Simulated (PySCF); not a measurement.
**Radial density of Cs⁺ (caesium, charge +1)**

r2SCANh, [Xe], closed-shell 1S. Computed with PySCF 2.14 in x2c-QZVPPall, with the spin-free X2C one-electron Hamiltonian (Gaussian nucleus).

```csv
r (bohr),4πr²ρ (e/bohr)
0.0291,64.23
0.0490,71.17
0.0823,93.45
0.139,68.17
0.233,79.51
0.392,34.12
0.659,31.49
1.11,11.65
1.86,5.498
3.14,1.026
5.28,0.01560
```

Densities and radii are taken from the X2C orbitals without a picture-change correction, which distorts them close to the nucleus.

Spin-orbit coupling, which splits the p, d and f shells strongly at this Z, is absent.
